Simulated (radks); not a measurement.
Results of a calculation; reference values are marked as such.
Task: The mean radii <r> (bohr) of the occupied orbitals of an atom or ion are listed with their occupations. Level of theory: Dirac Kohn-Sham, LDA (Slater exchange, Perdew-Wang correlation), spin-unpolarised, spherical densities, finite nucleus; Fermi nuclear charge, rms radius of each element as measured or else 0.836 A^(1/3) + 0.57 fm (a radial shooting solver on a logarithmic mesh with Libxc functionals).

orbital  occ.      <r>
1s1/2       2  0.03520
2s1/2       2   0.1536
2p1/2       2   0.1308
2p3/2       4   0.1354
3s1/2       2   0.4295
3p1/2       2   0.4238
3p3/2       4   0.4345
3d3/2       4   0.4134
3d5/2       6   0.4169
4s1/2       2    1.097
4p1/2       2    1.196
4p3/2       4    1.226
4d3/2       3    1.675
5p1/2       2    3.560

Name the element and its charge. Open shells, if any, fill j = l - 1/2 first.

Result: Z = 42, molybdenum, charge +1: Mo+ in [Kr] 4d3 5p2. The 1s radius gives Z: for a bare nucleus <r> = (2 gamma + 1)/(2Z) with gamma = sqrt(1 - (Z/c)^2), 0.03457 bohr for Z = 42, and screening makes it slightly larger (0.03520 here). The occupations add up to 41, and the charge is Z minus that.
